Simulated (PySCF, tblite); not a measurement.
Task: What does the GFN2-xTB structure of `C=CC1[P@@H](=O)C(=C(C)C=1)[SiH3]` look like in three dimensions?

Result: 
```xyz
21
C7H11OPSi angstrom
C      3.5793   -0.7726   -0.4839
C      2.8676    0.2913   -0.1211
C      1.4377    0.2405   -0.0139
C      0.5805    1.2562    0.2189
C     -0.8336    0.9089    0.2469
C     -1.8318    1.9818    0.5208
C     -1.1115   -0.3926    0.0192
Si    -2.7235   -1.3443   -0.0258
P      0.4457   -1.2766   -0.2212
O      0.7189   -2.4475    0.6146
H      3.0873   -1.7099   -0.6969
H      4.6520   -0.7494   -0.5682
H      3.3433    1.2388    0.1017
H      0.8904    2.2788    0.3798
H     -2.8435    1.5872    0.5096
H     -1.7458    2.7694   -0.2280
H     -1.6361    2.4299    1.4951
H     -2.5329   -2.5127   -0.8856
H     -3.0918   -1.7404    1.3335
H     -3.7645   -0.4847   -0.6007
H      0.5035   -1.5352   -1.5951
```

Any rigid rotation of these coordinates is as good. Atoms count from 1 in this order. Of the pairs four or more bonds apart, Si8···H15 is among the closest relative to their van der Waals radii: 2.98 Å, 90 % of the sum of Bondi's values. The 5-membered ring C3–C4–C5–C7–P9 has internal angles of 92.7° to 116.1° (sum 540°, against 540° for a flat polygon); it is planar, 0.00 Å rms from its mean plane, widest ring torsion 1°. The 6 C–C bonds span 1.330 Å (C1=C2, drawn double) to 1.491 Å (C5–C6, drawn single), a spread of 0.161 Å. Si8 (SiH3 silicon) is tetrahedral (angles from 107.9° to 111.3°).

Bonds between heavy atoms (Å): C1=C2 1.330, C2–C3 1.435, C3=C4 1.349, C4–C5 1.456, C5–C6 1.491, C5=C7 1.350, C7–Si8 1.872, C7–P9 1.807, P9=O10 1.464, C3–P9 1.824.

Computed geometry: GFN2-xTB, gas phase.

Point group: C1 (no symmetry element, even within 0.4 Å). Its lowest GFN2-xTB frequency is 7i cm⁻¹, too small to tell a flat minimum from a shallow saddle. The numbers are those of one conformer (C1–C2–C3–C4 -173°). 2 starts were optimised and ended at 0.00 and 0.17 kcal/mol (GFN2-xTB); the lowest of these is shown.
